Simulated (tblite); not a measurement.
A geometry optimisation, step by step.

Compound: C₃H₁₁FOSi₂.
SMILES with atom numbers: `[CH3:1][CH2:2][O:3][Si@H:4]([F:5])[SiH2:6][CH3:7]` (hydrogens: H8, H9, H10 on C1; H11, H12 on C2; H13 on Si4; H14, H15 on Si6; H16, H17, H18 on C7)

Computed with GFN2-xTB (tblite), gas phase: L-BFGS steps from a force-field or distance-geometry start until the largest atomic force falls under 0.01 eV/Å. 8 of its 197 geometries are shown.

Step 0: E = -662.9612 eV, largest atomic force 2.407 eV/Å
```
atom  x, y, z in Å  |  force x, y, z in eV/Å
C1     -3.270    0.434    0.072   -0.699   1.127   0.213
C2     -1.945   -0.275    0.100   -0.413  -0.989   1.630
O3     -1.205   -0.100   -1.045    2.045  -1.153  -0.533
Si4     0.290   -0.923   -0.956   -1.190  -0.247   0.123
F5      0.351   -1.828    0.474   -0.175   0.717  -1.444
Si6     1.864    0.660   -1.042   -0.189   0.737  -0.475
C7      3.316    0.265    0.057    0.748  -1.423   0.604
H8     -3.809    0.392    1.051    0.573  -0.238  -0.753
H9     -3.096    1.523   -0.125   -0.206  -0.887  -0.073
H10    -3.912    0.004   -0.704    0.135   0.273   0.167
H11    -2.106   -1.386    0.243   -0.054   0.934   0.203
H12    -1.342    0.106    0.957   -0.450  -0.286  -0.124
H13     0.427   -1.863   -2.076   -0.436  -0.180   0.423
H14     2.334    0.676   -2.451   -0.054   0.202   0.223
H15     1.251    1.944   -0.665    0.213   0.175  -0.116
H16     4.188    0.036   -0.588   -0.286   0.455   0.679
H17     3.127   -0.694    0.621    0.185   0.976  -0.418
H18     3.527    1.035    0.801    0.254  -0.194  -0.329
```

Step 28: E = -663.6377 eV, largest atomic force 0.100 eV/Å
```
atom  x, y, z in Å  |  force x, y, z in eV/Å
C1     -3.288    0.459    0.026   -0.005   0.005   0.002
C2     -2.028   -0.353    0.270   -0.013   0.027  -0.031
O3     -1.197   -0.298   -0.865    0.024  -0.028   0.093
Si4     0.278   -0.935   -1.072    0.034   0.053  -0.031
F5      0.574   -1.832    0.255   -0.017  -0.061   0.004
Si6     1.903    0.698   -1.103   -0.061  -0.003  -0.001
C7      3.354    0.245    0.049   -0.006  -0.001   0.006
H8     -3.902    0.446    0.921   -0.051   0.001   0.011
H9     -3.030    1.487   -0.212    0.022   0.030  -0.009
H10    -3.853    0.044   -0.804    0.007  -0.016  -0.009
H11    -2.288   -1.397    0.481    0.048   0.041   0.005
H12    -1.486    0.050    1.135   -0.023  -0.056  -0.028
H13     0.145   -1.968   -2.094    0.014   0.003   0.013
H14     2.431    0.889   -2.463   -0.017   0.001  -0.022
H15     1.408    2.019   -0.671   -0.011   0.012  -0.024
H16     4.263    0.051   -0.510    0.038   0.021  -0.040
H17     3.143   -0.645    0.631   -0.039  -0.056   0.043
H18     3.564    1.047    0.749    0.055   0.027   0.019
```

Step 56: E = -663.6612 eV, largest atomic force 0.250 eV/Å
```
atom  x, y, z in Å  |  force x, y, z in eV/Å
C1     -3.290    0.452   -0.058    0.029  -0.025  -0.017
C2     -2.076   -0.352    0.390    0.175   0.052  -0.100
O3     -0.988   -0.086   -0.471   -0.021  -0.172   0.027
Si4     0.280   -0.956   -0.975   -0.094  -0.001   0.055
F5      0.553   -2.085    0.172    0.024   0.092  -0.074
Si6     1.901    0.669   -1.067   -0.189   0.026  -0.084
C7      3.428    0.288   -0.004    0.073  -0.020   0.043
H8     -4.079    0.384    0.688    0.037  -0.006  -0.043
H9     -3.003    1.492   -0.188   -0.025   0.008   0.048
H10    -3.667    0.085   -1.013    0.060  -0.018   0.089
H11    -2.303   -1.424    0.398    0.035   0.076   0.033
H12    -1.756   -0.048    1.400   -0.175  -0.090  -0.155
H13    -0.007   -1.867   -2.100   -0.058   0.146   0.187
H14     2.322    0.831   -2.473    0.010   0.040   0.066
H15     1.427    1.988   -0.604   -0.043  -0.009  -0.086
H16     4.247   -0.031   -0.637    0.121  -0.046   0.023
H17     3.246   -0.498    0.721   -0.014  -0.048   0.016
H18     3.756    1.165    0.545    0.055  -0.007  -0.028
```

Step 84: E = -663.7426 eV, largest atomic force 0.077 eV/Å
```
atom  x, y, z in Å  |  force x, y, z in eV/Å
C1     -3.179    0.405   -0.204   -0.044  -0.010   0.003
C2     -2.153   -0.423    0.554    0.008  -0.003  -0.022
O3     -0.858   -0.074    0.136    0.037  -0.032   0.031
Si4     0.218   -0.846   -0.786   -0.036   0.014   0.067
F5      0.708   -2.169    0.024   -0.004   0.010  -0.006
Si6     1.871    0.717   -1.023    0.031  -0.005  -0.061
C7      3.480    0.287   -0.099    0.053   0.023  -0.005
H8     -4.173    0.247    0.208    0.030  -0.041  -0.040
H9     -2.928    1.459   -0.116    0.001  -0.003  -0.015
H10    -3.175    0.131   -1.257   -0.014   0.028   0.047
H11    -2.327   -1.493    0.397   -0.017   0.025   0.010
H12    -2.217   -0.219    1.629    0.033   0.022  -0.012
H13    -0.421   -1.505   -1.923    0.004  -0.028  -0.051
H14     2.224    0.810   -2.453   -0.028   0.031   0.020
H15     1.454    2.070   -0.622   -0.001  -0.007   0.011
H16     4.149   -0.287   -0.736   -0.042  -0.021   0.036
H17     3.307   -0.295    0.803   -0.036   0.003  -0.011
H18     4.012    1.189    0.192    0.024  -0.006  -0.001
```

Step 112: E = -663.7663 eV, largest atomic force 0.046 eV/Å
```
atom  x, y, z in Å  |  force x, y, z in eV/Å
C1     -3.152    0.358   -0.237    0.003   0.008  -0.009
C2     -2.121   -0.396    0.590    0.007   0.002   0.005
O3     -0.824   -0.058    0.175   -0.030   0.001   0.010
Si4     0.216   -0.816   -0.797    0.010   0.012   0.034
F5      0.725   -2.151   -0.019   -0.013  -0.006  -0.026
Si6     1.851    0.769   -1.002   -0.009   0.006  -0.002
C7      3.454    0.246   -0.122    0.008  -0.012  -0.030
H8     -4.156    0.040    0.028   -0.006  -0.006   0.016
H9     -3.059    1.427   -0.062    0.007   0.005  -0.014
H10    -2.982    0.167   -1.294   -0.022  -0.027   0.004
H11    -2.277   -1.476    0.503   -0.006   0.008  -0.005
H12    -2.201   -0.118    1.646   -0.014  -0.011   0.003
H13    -0.444   -1.458   -1.935    0.016  -0.002  -0.004
H14     2.153    0.981   -2.429    0.030  -0.008  -0.019
H15     1.447    2.089   -0.491    0.017   0.003   0.024
H16     3.920   -0.594   -0.632   -0.035  -0.006   0.029
H17     3.263   -0.055    0.904    0.013   0.000  -0.019
H18     4.179    1.053   -0.102    0.024   0.031   0.004
```

Step 140: E = -663.7797 eV, largest atomic force 0.025 eV/Å
```
atom  x, y, z in Å  |  force x, y, z in eV/Å
C1     -3.202    0.300   -0.247    0.003  -0.006   0.002
C2     -2.140   -0.399    0.589   -0.003   0.000   0.003
O3     -0.855   -0.020    0.169   -0.005   0.012   0.004
Si4     0.210   -0.745   -0.799   -0.001  -0.005  -0.004
F5      0.685   -2.115   -0.063   -0.004  -0.010  -0.004
Si6     1.882    0.808   -0.954   -0.005   0.023  -0.007
C7      3.492    0.223   -0.132   -0.008  -0.010  -0.010
H8     -4.192    0.050    0.123   -0.003  -0.007  -0.004
H9     -3.062    1.377   -0.194    0.000  -0.011   0.003
H10    -3.120   -0.007   -1.287    0.002  -0.007   0.006
H11    -2.255   -1.485    0.523   -0.006   0.002  -0.006
H12    -2.231   -0.107    1.640    0.003   0.020  -0.002
H13    -0.409   -1.339   -1.985   -0.004   0.001   0.004
H14     2.173    1.045   -2.379    0.006   0.001  -0.012
H15     1.538    2.123   -0.391    0.000   0.005   0.008
H16     3.798   -0.745   -0.521    0.005   0.006   0.008
H17     3.374    0.121    0.944    0.012  -0.009   0.002
H18     4.304    0.922   -0.312    0.007  -0.005   0.010
```

Step 168: E = -663.7892 eV, largest atomic force 0.042 eV/Å
```
atom  x, y, z in Å  |  force x, y, z in eV/Å
C1     -3.231    0.139   -0.285    0.004   0.009  -0.002
C2     -2.118   -0.303    0.655   -0.030   0.015  -0.019
O3     -0.867    0.126    0.182    0.016   0.016   0.009
Si4     0.164   -0.597   -0.826   -0.015  -0.027  -0.015
F5      0.519   -2.038   -0.158    0.029   0.006  -0.030
Si6     1.929    0.855   -0.917   -0.002  -0.012   0.014
C7      3.514    0.141   -0.145    0.016  -0.037  -0.009
H8     -4.196   -0.177    0.102   -0.001  -0.017   0.011
H9     -3.226    1.222   -0.382    0.016  -0.029  -0.011
H10    -3.078   -0.301   -1.268   -0.014   0.016   0.030
H11    -2.124   -1.393    0.762    0.011   0.022   0.005
H12    -2.251    0.146    1.645   -0.007   0.000  -0.025
H13    -0.474   -1.077   -2.055    0.008  -0.007   0.020
H14     2.237    1.140   -2.330   -0.021  -0.003  -0.006
H15     1.657    2.157   -0.291    0.017   0.015   0.011
H16     3.743   -0.841   -0.556   -0.017   0.022  -0.005
H17     3.426    0.026    0.931   -0.013   0.008   0.004
H18     4.369    0.782   -0.341    0.000   0.005   0.016
```

Step 196: E = -663.7995 eV, largest atomic force 0.010 eV/Å
```
atom  x, y, z in Å  |  force x, y, z in eV/Å
C1     -3.244   -0.073   -0.289    0.005   0.003   0.003
C2     -2.081   -0.138    0.690    0.004   0.001   0.001
O3     -0.882    0.313    0.115   -0.003  -0.009  -0.002
Si4     0.127   -0.424   -0.907   -0.003   0.003  -0.002
F5      0.430   -1.899   -0.290   -0.003  -0.004   0.003
Si6     1.980    0.920   -0.890   -0.001  -0.004   0.007
C7      3.480    0.019   -0.144    0.004  -0.002   0.000
H8     -4.163   -0.365    0.212    0.000  -0.002  -0.004
H9     -3.351    0.939   -0.671    0.005  -0.002  -0.002
H10    -3.065   -0.745   -1.125    0.000   0.001   0.004
H11    -1.949   -1.164    1.049   -0.004   0.005  -0.002
H12    -2.274    0.512    1.550    0.000   0.002  -0.003
H13    -0.516   -0.841   -2.155    0.001   0.002   0.002
H14     2.321    1.276   -2.279   -0.001   0.003   0.000
H15     1.809    2.192   -0.170    0.000  -0.002   0.001
H16     3.680   -0.907   -0.677    0.000   0.007   0.001
H17     3.312   -0.237    0.899    0.003   0.002  -0.005
H18     4.379    0.627   -0.194   -0.008  -0.003  -0.001
```

**Question.** Summarise the path.

**Answer.** The energy falls by 0.8384 eV from step 0 to step 196; nine tenths of that is first reached at step 69. It falls at every step. The largest force goes from 2.407 to 0.010 eV/Å. Among the bonds O3–Si4 changes most, from 1.709 to 1.614 Å; the atoms move by 0.917 Å rms after alignment.

The cost below is that of the whole relaxation. On Arm Neoverse N1, one thread, shared host with 64 logical CPUs at a one-minute load of 56, this took 2.4 s wall.
